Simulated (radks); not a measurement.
The numbers below are computed, except where a source is named.
Orbital eigenvalues (eV) of the silver ion Ag+, [Kr] 4d10, at several levels of relativity; Dirac values are averaged over j with weights 2j + 1. Spin-unpolarised spherical Kohn-Sham, BLYP, point nucleus unless stated (finite: rms radius 4.5454 fm), a radial shooting solver on a logarithmic mesh with Libxc functionals. A level marked "c x" has the speed of light scaled by that factor and shares open shells by 2j + 1; other Dirac levels either fill j = l - 1/2 first or share by 2j + 1.

shell       non-rel.  scalar-rel.  scalar-rel., finite nucleus  Dirac, low j first  change of magnitude, last against first (%)
1s            -24540       -25343                       -25342              -25328                                        +3.21
2s           -3545.4      -3738.3                      -3738.2             -3735.2                                        +5.35
2p           -3300.1      -3354.3                      -3354.3             -3355.0                                        +1.66
3s           -653.08      -691.71                      -691.69             -691.17                                        +5.83
3p           -554.22      -565.62                      -565.62             -565.84                                        +2.10
3d           -371.34      -366.68                      -366.68             -366.34                                        -1.35
4s           -95.664      -103.24                      -103.23             -103.18                                        +7.85
4p           -64.635      -66.758                      -66.758             -66.844                                        +3.42
4d           -15.817      -15.584                      -15.584             -15.586                                        -1.46
5s (empty)   -10.745      -11.470                      -11.470             -11.470                                        +6.74
5p (empty)   -6.3179      -6.4911                      -6.4911             -6.4981                                        +2.85
